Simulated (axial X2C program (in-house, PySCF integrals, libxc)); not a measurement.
# What spin–orbit coupling does to TcP

Calculated with an axial X2C code built on PySCF integrals. Spin-free means the one-electron spin-free X2C Hamiltonian; two-component (2c) means X2C with spin–orbit coupling and atomic mean-field two-electron Coulomb and Gaunt terms, so the difference of the two also holds small scalar two-electron terms. Basis: Tc dyall-v3z [12s12p8d3f2g], P dyall-v3z [8s7p2d1f] (cores contracted in-house); Gaussian nuclei, density fitting, unrestricted open shells. Masses: Tc 98.907 u, P 30.974 u.

Spin-free state: M_S = 2, Λ = 1 (beyond evenly filled blocks: σα, π+α, δ+α, δ-α); fragments Tc + P.

```json
{"level": "PBE0", "Re (Å)": "2.102", "ωe (cm⁻¹)": "484.0", "De (eV)": "3.139", "μ (D)": "-3.37"}
{"level": "HF", "Re (Å)": "2.428", "ωe (cm⁻¹)": "274.8", "De (eV)": "n/a", "μ (D)": "-3.76"}
```

Dipoles are positive if P is the positive end.

Two-component determinant lowest at the distance of the search:

Ω = 1 (⟨Sz⟩ = 1.99, ⟨Lz⟩ = -0.99 at PBE0); fragments Tc + P.

```tsv
level	Re (Å)	ωe (cm⁻¹)	De (eV)	μ (D)
PBE0	2.101	486.2	3.172	-3.34
HF	2.426	274.9	n/a	-3.73
```

Task: From the two tables, how do the constants change at the PBE0 level (2c against spin-free)?

Result: At the PBE0 level Re decreases by 0.001 Å and ωe increases by 2.2 cm⁻¹; De changes by 0.033 eV.

Occupations by symmetry block were frozen at the best pattern of an incomplete PBE0 search. Dissociation energies refer to the lowest single-determinant-based atoms at the same level and basis. De is not given where an atomic determinant may have missed its ground term or J level, or where the truncated virtual space spoils (T). Density functionals use the spin component along the axis (collinear). PBE0 can misorder states that lie within some tenths of an eV, so this need not be the ground state of the molecule. The nearest other spin-free determinant of the search, M_S = 1, Λ = 0, lies 0.21 eV up at the distance of the search. The functionals have no current-density term, which raises determinants with orbital currents, atoms included. With several unpaired electrons one determinant need not be a pure state. Open-shell Ω = 0 determinants with evenly filled partner blocks cannot be reached by this program, so the Ω shown need not be the lowest component. The determinant is spin-polarised beyond a pure state at some levels (its spin-free form has ⟨S²⟩ too high), which makes Re and μ there less reliable.
